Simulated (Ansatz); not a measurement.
GeO₄. Total charge 0; singlet. Geometry r2SCAN-D4/def2-SVP; atoms count from 1.

```csv
atom,x (Å),y (Å),z (Å)
Ge1,0.0661,-0.4761,-0.7754
O2,0.0448,0.6781,1.8939
O3,-0.4411,0.8569,0.7810
O4,1.0257,0.8517,-1.0487
O5,-0.6955,-1.9106,-0.8508
```

The structure holds one bond between oxygen atoms, so isomers without such links may lie far lower. The restricted singlet is unstable towards broken spin symmetry in Hartree–Fock (as tested in another run); at PBE0-D4/def2-TZVP this wasn't settled. Another isomer (singlet) lies 1.01 eV lower at PBE0-D4/def2-TZVP; other spin states weren't run for this one.

(1) Estimate the Mulliken populations from the PBE0/def2-TZVP orbitals of Ansatz.

(2) And the Mayer bond orders between heavy atoms (over 0.3)?

## Answers

(1) 
| atom | charge (e) |
| --- | --- |
| Ge1 | 0.89 |
| O2 | -0.01 |
| O3 | 0.01 |
| O4 | -0.44 |
| O5 | -0.46 |
Mulliken values depend strongly on the basis.

(2) Ge1–O3 0.36 (2.11 Å); Ge1–O4 1.75 (1.66 Å); Ge1–O5 2.06 (1.63 Å); O2–O3 1.61 (1.23 Å).
